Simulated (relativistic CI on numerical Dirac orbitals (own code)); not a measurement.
Computed by Dirac-Coulomb-Breit CI, KLI orbitals optimised for each configuration, QED by a radiative potential, unscaled Slater integrals (own radial code, finite nucleus).

The strongest absorption lines from the ground level of an ion, among the configurations computed and to levels below about 1180 eV (vacuum wavelength in nm, gf): 1.7920 (0.79), 1.8117 (0.76), 1.8192 (1.1), 1.9156 (0.045), 2.0763 (0.21), 3.2700 (0.77), 3.3075 (0.38), 3.5930 (0.038).

(1) Which ion is it?
A. Lu LV
B. Os LXII
C. Dy L
D. Os LX

Results:

(1) D. Os LX has 17 electrons and the ground level 3s2 3p5 2P°_3/2; the strongest line goes to 3s2 3p4 3d 2D_5/2. The pattern of lines fixes the number of electrons, and along that sequence the line energies rise steadily with the charge (about as its square where n changes within one kind of shell, about linearly where n is kept but much faster in heavy ions where fine structure, which grows about as Z⁴, sets the gap, and irregularly where shells cross), which fixes Z. Configurations outside the model, such as inner-shell arrays, can give stronger lines. At this charge energies of transitions that change n are usually good to better than 1 %, and those within a shell (Δn = 0) to a few per cent.

LS names give the leading component of a level, which can be under half, so a name can repeat, a term be missing and a line seem to break the LS rules.
